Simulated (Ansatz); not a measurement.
Consider the ligand exchange at the Si–N bond: `O[SiH](F)NBS` + `CN[SiH2]Cl` → `CN([SiH2]Cl)[SiH](O)F` + `NBS`.

Program: Ansatz. Geometries: PBE0-D4/def2-TZVP. ΔE: electronic, gas phase. CCSD(T)/CBS adds triple-zeta CCSD(T) − MP2 to the extrapolated MP2 energy (def2 sets, frozen cores). Functionals use def2-TZVPP. B3LYP here is the variant with VWN-RPA as its local correlation; programs differ in this. One conformer a species, not always the lowest.

`O[SiH](F)NBS`:

Cartesian coordinates in Å:
```
O 0.200 -1.737 -1.446
Si -0.765 -0.444 -1.276
F -0.864 0.409 -2.619
N -0.156 0.677 -0.115
B 0.312 0.347 1.172
S 0.879 1.642 2.299
H 1.149 -1.605 -1.493
H -2.101 -0.977 -0.977
H -0.188 1.653 -0.381
H 0.338 -0.795 1.519
H 1.195 0.831 3.318
```

`CN[SiH2]Cl`:

```xyz
10

C     0.891   -1.036   -0.354
N    -0.429   -0.441   -0.290
Si   -0.782    0.985    0.561
Cl    0.041    2.708   -0.250
H     1.495   -0.654   -1.184
H     0.823   -2.123   -0.448
H     1.430   -0.824    0.572
H    -1.017   -0.675   -1.075
H    -2.249    1.175    0.550
H    -0.203    0.887    1.919
```

`CN([SiH2]Cl)[SiH](O)F`:

```xyz
14

C    -0.570   -1.287    1.062
N     0.037   -0.226    0.252
Si    1.151   -0.640   -0.985
Cl    0.260   -0.531   -2.857
Si   -0.476    1.392    0.487
O    -0.058    2.283   -0.809
F     0.263    2.083    1.712
H     0.068   -1.568    1.904
H    -1.531   -0.954    1.466
H    -0.764   -2.180    0.464
H     2.294    0.293   -1.040
H     1.566   -2.046   -0.792
H    -1.915    1.403    0.816
H    -0.326    1.978   -1.680
```

`NBS`:

Z-matrix (Å, degrees):
```
N
B 1 1.391
H 1 1.004 2 121.9
H 1 1.006 2 124.2 3 -180.0
S 2 1.816 1 120.0 3 180.0
H 2 1.194 1 119.9 3 -0.0
H 5 1.339 2 96.3 1 -180.0
```

CCSD(T)/CBS gives -0.05 eV.

(1) Another level gave -0.06 eV. Which?
A. PBE-D4/def2-TZVPP
B. HF/def2-TZVPP
C. PBE0/def2-TZVPP
D. B3LYP/def2-TZVPP

Largest T1 diagnostic among the species: 0.012.

Results:

(1) A. PBE-D4 -0.06, HF/def2-TZVPP 0.08, B3LYP 0.04, PBE0 -0.01 eV.

The D4 term adds −0.09 eV with B3LYP and −0.05 eV with PBE0; it sums over pairs of atoms, weighted by their polarisabilities, and B3LYP, whose exchange is more repulsive, gets the larger term. In def2-TZVPP, CCSD(T) changes the Hartree–Fock value by −0.13 eV (the triples alone add −0.02 eV) and MP2 by −0.14 eV.
